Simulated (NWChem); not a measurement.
Species: C$_{5}$H$_{5}$F; SMILES C=C=C(F)C=C

```xyz
11

C      0.4004    -2.5923     0.0000
C      0.0927    -1.3236     0.0000
C     -0.1859    -0.0328     0.0000
F     -1.4650     0.3741     0.0000
C      0.8024     1.0349     0.0000
C      0.4853     2.3353     0.0000
H      0.5335    -3.1511     0.9351
H      0.5335    -3.1511    -0.9351
H      1.8457     0.7071     0.0000
H     -0.5570     2.6622     0.0000
H      1.2620     3.1027     0.0000
```
Atoms are numbered in this order, from 1.

Level: PBE0/def2-SVP (NWChem), optimised geometry, unscaled harmonic frequencies. 

```csv
frequency (cm⁻¹),IR intensity (km/mol)
131,0.6
155,1.1
265,4.0
283,0.1
454,0.1
525,1.3
608,22.5
636,1.2
739,9.8
785,7.4
925,37.6
943,41.3
994,0.0
1021,13.3
1033,27.6
1248,7.0
1307,74.6
1324,68.7
1424,13.1
1477,33.6
1718,5.2
2094,4.9
3127,6.9
3182,0.1
3213,0.9
3214,0.1
3289,0.7
```

```yaml
zero_point_energy: 51.6 kcal/mol
thermal correction to the enthalpy at 298.15 K (with zero-point energy): 56.1 kcal/mol
heat capacity Cv: 21.8 cal/(mol K)
entropy at 298.15 K and 1 atm (symmetry number 1): 77.8 cal/(mol K)
dipole_moment: 1.57 D
```

Rigid rotor and harmonic oscillator.
